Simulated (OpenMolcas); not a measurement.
An atom or ion with 41 electrons was computed by SS-RASPT2, IPEA 0.25 Eh, imaginary shift 0.1 Eh with spin-orbit coupling (OpenMolcas, ANO-RCC-VTZP, DKH2). The lowest levels that the run gave, each within 12 % of the measured value where one is at hand:

```csv
J,Parity,E (cm⁻¹),g
5/2,even,0.0,1.994
5/2,even,31330,0.664
7/2,even,32200,0.998
11/2,even,32460,1.268
9/2,even,32670,1.172
5/2,even,34130,1.408
3/2,even,35080,1.487
1/2,even,36620,1.875
7/2,even,38680,1.408
1/2,even,40690,0.784
5/2,even,41360,1.426
3/2,even,41750,1.407
```

Which ion is it, and what are the configurations and terms?

Ag⁶⁺ (Z = 47, charge +6; active space 11 electrons in 8 orbitals (RAS1 4p, at most 2 holes; RAS2 4d)). J, parity and g give the terms where levels are pure, and mixed ones are named by the computed weights; the size of the splittings, set against known spectra of the 41-electron sequence, gives the charge. In order, with the measured energies in cm⁻¹ (the list in Gamrath, thesis, University of Mons (2023)): 4d⁵ ⁶S_5/2, 4d⁵ ⁴G_5/2 (29390), 4d⁵ ⁴G_7/2 (30378), 4d⁵ ⁴G_11/2 (30662), 4d⁵ ⁴G_9/2 (30907), 4d⁵ ⁴P_5/2 [48 %], 4d⁵ ⁴P_3/2 [56 %] (32994), 4d⁵ ⁴P_1/2 [69 %] (34605), 4d⁵ ⁴D_7/2 (36485), 4d⁵ ⁴D_1/2 [70 %] (38685), 4d⁵ ⁴D_5/2 [56 %] (39299), 4d⁵ ⁴D_3/2 [55 %] (39788).

CASPT2 does not keep the components of a term degenerate, so their means are used; among the terms shown or strongly mixed into the levels shown the widest spread is 25 cm-1 (4d⁵ ⁴G). Active for correlation alone: 4p; no level in the range computed is led by a configuration that opens it, so any true level of that kind is missing. Measured partners are found by configuration, term and J. A level has none where our copy of the source lacks it or the pairing is in doubt (some pairs that miss far off the trend of their configuration count as doubtful), and it then counts in no deviation. Only configurations of the active space appear.

A share in square brackets marks a mixed level and gives the weight of the term that names it.
